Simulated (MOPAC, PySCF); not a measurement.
H3In, SMILES `[InH3]`, neutral singlet in the gas phase. 

Cartesian coordinates (Å):
SMILES: [InH3]
```xyz
4

In     0.0001     0.0000    -0.0001
H      1.6367    -0.5520    -0.0137
H     -1.2963    -1.1412     0.0225
H     -0.3405     1.6932    -0.0087
```
Charge 0, spin multiplicity 1.

All levels are single points at this geometry (CAM-B3LYP-D3(BJ)/def2-SVP); Pople sets use spherical d functions. Orbital energies aren't observables, and empty levels follow the basis.

TPSSh-D3(BJ)/def2-TZVP in PySCF gives dipole (D) = 0.00.

### Question
Estimate the dipole (D) from each of these levels: CAM-B3LYP-D3(BJ)/def2-TZVP in PySCF; PBE-D3(BJ)/def2-TZVP in PySCF; B3LYP/6-311+G** (LANL2DZ on In) in PySCF; B3LYP/6-31G* (LANL2DZ on In) in PySCF; B3LYP/LANL2DZ in PySCF; BP86/6-31G* (LANL2DZ on In) in PySCF; M06-2X/6-31G* (LANL2DZ on In) in PySCF; HF/6-31G* (LANL2DZ on In) in PySCF; AM1 in MOPAC; PM3 in MOPAC; PM6 in MOPAC; PM7 in MOPAC.

### Answer

```json
[
 {"level": "CAM-B3LYP-D3(BJ)/def2-TZVP in PySCF", "dipole (D)": "0.00"},
 {"level": "PBE-D3(BJ)/def2-TZVP in PySCF", "dipole (D)": "0.00"},
 {"level": "B3LYP/6-311+G** (LANL2DZ on In) in PySCF", "dipole (D)": "0.00"},
 {"level": "B3LYP/6-31G* (LANL2DZ on In) in PySCF", "dipole (D)": "0.00"},
 {"level": "B3LYP/LANL2DZ in PySCF", "dipole (D)": "0.00"},
 {"level": "BP86/6-31G* (LANL2DZ on In) in PySCF", "dipole (D)": "0.00"},
 {"level": "M06-2X/6-31G* (LANL2DZ on In) in PySCF", "dipole (D)": "0.00"},
 {"level": "HF/6-31G* (LANL2DZ on In) in PySCF", "dipole (D)": "0.00"},
 {"level": "AM1 in MOPAC", "dipole (D)": "0.00"},
 {"level": "PM3 in MOPAC", "dipole (D)": "0.00"},
 {"level": "PM6 in MOPAC", "dipole (D)": "0.00"},
 {"level": "PM7 in MOPAC", "dipole (D)": "0.00"}
]
```
